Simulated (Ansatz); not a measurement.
System: chloro(propoxy)silane, C3H9ClOSi, net charge 0, singlet state. 
Coordinates optimised at B3LYP-D3(BJ)/def2-TZVP (Ansatz, an electronic-structure program):
```xyz
15

C     -3.4901     0.3142     1.0759
C     -2.4678    -0.5099     0.2984
C     -1.0564     0.0057     0.4961
O     -0.1461    -0.7932    -0.2639
Si     1.4765    -0.7172    -0.1651
Cl     2.1683     1.1536    -0.7244
H     -4.4993    -0.0685     0.9208
H     -3.2878     0.2894     2.1493
H     -3.4800     1.3600     0.7602
H     -2.6964    -0.4913    -0.7700
H     -2.5049    -1.5565     0.6110
H     -0.7827    -0.0307     1.5575
H     -0.9795     1.0468     0.1674
H      2.0114    -1.7126    -1.1044
H      1.9423    -0.9225     1.2218
```
Charge 0, spin multiplicity 1.

Total electronic energies in hartree. Correlated levels leave the core frozen unless marked. Spin-orbit coupling is left out. Non-relativistic. CBS(X,Y): correlation extrapolated as X^-3; Hartree-Fock from the larger set.

```json
[
 {"level": "r2SCAN-D3(BJ)/def2-TZVPD", "program": "Ansatz + dftd3", "energy (Eh)": "-944.67813"},
 {"level": "PBE0/STO-3G", "program": "Ansatz", "energy (Eh)": "-933.44651"},
 {"level": "PBE0/def2-TZVPD", "program": "Ansatz", "energy (Eh)": "-944.34095"},
 {"level": "CAM-B3LYP/def2-TZVPD", "program": "Ansatz", "energy (Eh)": "-944.77313"},
 {"level": "RPA@PBE/cc-pV(Q+d)Z", "program": "Ansatz", "energy (Eh)": "-944.24229"},
 {"level": "SCS-MP2/aug-cc-pV(D+d)Z", "program": "Ansatz", "energy (Eh)": "-943.16097"},
 {"level": "CCSD/cc-pV(D+d)Z", "program": "Ansatz", "energy (Eh)": "-943.17654"},
 {"level": "CCSD(T)/6-31G", "program": "Ansatz", "energy (Eh)": "-942.57381"},
 {"level": "CCSD(T)/CBS(cc-pV(T+d)Z,cc-pV(Q+d)Z)", "program": "Ansatz", "energy (Eh)": "-943.6813"}
]
```

Totals of different functionals don't rank their quality; only differences between species are comparable.
